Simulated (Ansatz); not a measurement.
One change: `[OH][Ti]([OH])([SeH])[SeH]` becomes `[OH][Hf]([OH])([SeH])[SeH]`.

Ansatz, PBE0-D4/def2-TZVP geometries, multiplicity 1. Each molecule was computed in one conformer, which needn't be the lowest.

Elements past krypton have def2 core potentials. Scalar relativity is left out up to krypton.

| property | `[OH][Ti]([OH])([SeH])[SeH]` |
| --- | --- |
| LUMO energy (B3LYP/def2-TZVPP) / eV | -2.48 |
| HOMO–LUMO gap (PBE/def2-TZVPP) / eV | 2.55 |
| HOMO energy (B3LYP/def2-TZVPP) / eV | -6.52 |
| LUMO energy (PBE/def2-TZVPP) / eV | -3.12 |
| LUMO energy (ωB97M-V/def2-TZVPP) / eV | -0.21 |
| HOMO–LUMO gap (PBE0/def2-TZVPP) / eV | 4.49 |

Problem. Give the same properties after the change, and the shifts. (An estimate is asked.)

Solution. Ansatz gave: 
```json
{"property": "LUMO energy (B3LYP/def2-TZVPP) / eV", "`[OH][Hf]([OH])([SeH])[SeH]`": "-1.02", "shift": "1.46"}
{"property": "HOMO–LUMO gap (PBE/def2-TZVPP) / eV", "`[OH][Hf]([OH])([SeH])[SeH]`": "3.93", "shift": "1.38"}
{"property": "HOMO energy (B3LYP/def2-TZVPP) / eV", "`[OH][Hf]([OH])([SeH])[SeH]`": "-6.46", "shift": "0.06"}
{"property": "LUMO energy (PBE/def2-TZVPP) / eV", "`[OH][Hf]([OH])([SeH])[SeH]`": "-1.67", "shift": "1.45"}
{"property": "LUMO energy (ωB97M-V/def2-TZVPP) / eV", "`[OH][Hf]([OH])([SeH])[SeH]`": "0.85", "shift": "1.06"}
{"property": "HOMO–LUMO gap (PBE0/def2-TZVPP) / eV", "`[OH][Hf]([OH])([SeH])[SeH]`": "5.87", "shift": "1.38"}
```

With PBE0 the HOMO rises by 0.05 eV and the LUMO rises by 1.43 eV, so the gap widens by about 1.38 eV. PBE moves the HOMO by 0.08 eV and ωB97M-V by 0.02 eV.

B3LYP here is the variant with VWN-RPA as its local correlation; programs differ in this.

Spin–orbit coupling is left out; it splits and shifts lone-pair levels of the heavy atoms by tenths of an eV.
